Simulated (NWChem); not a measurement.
# C$_{5}$H$_{5}$N; SMILES C#CC(N)=C=C

```xyz
11

C      1.0375     2.2759    -0.0155
C      0.4011     1.2432    -0.0201
C     -0.3804     0.0404    -0.0019
N     -1.7710     0.2056    -0.0732
C      0.2405    -1.1334     0.0266
C      0.8523    -2.2877    -0.0002
H      1.6119     3.1838    -0.0192
H     -2.1042     0.9985     0.4655
H     -2.2880    -0.6371     0.1524
H      1.0834    -2.7979    -0.9451
H      1.1691    -2.7961     0.9203
```
Atoms are numbered in this order, from 1.

Level: PBE0/def2-SVP (NWChem), optimised geometry, unscaled harmonic frequencies. 

Q: List the harmonic frequencies with IR intensities, and the thermochemistry.

A: 
```tsv
frequency (cm⁻¹)	IR intensity (km/mol)
131	0.4
191	14.3
231	15.3
295	30.5
313	2.2
518	5.5
594	48.9
603	65.0
626	3.5
658	31.9
702	198.6
720	43.3
774	7.1
910	38.8
995	0.3
1079	1.8
1324	110.8
1347	15.2
1482	29.0
1617	64.4
2079	17.7
2235	10.9
3112	18.4
3195	1.9
3490	95.3
3581	22.4
3693	20.4
```

The zero-point energy is 52.1 kcal/mol and the thermal correction to the enthalpy at 298.15 K (with zero-point energy) comes out as 56.9 kcal/mol. The heat capacity Cv is 23.9 cal/(mol K). The entropy at 298.15 K and 1 atm (symmetry number 1) is 79.1 cal/(mol K) and the dipole moment is 1.37 D.

Rigid rotor and harmonic oscillator.
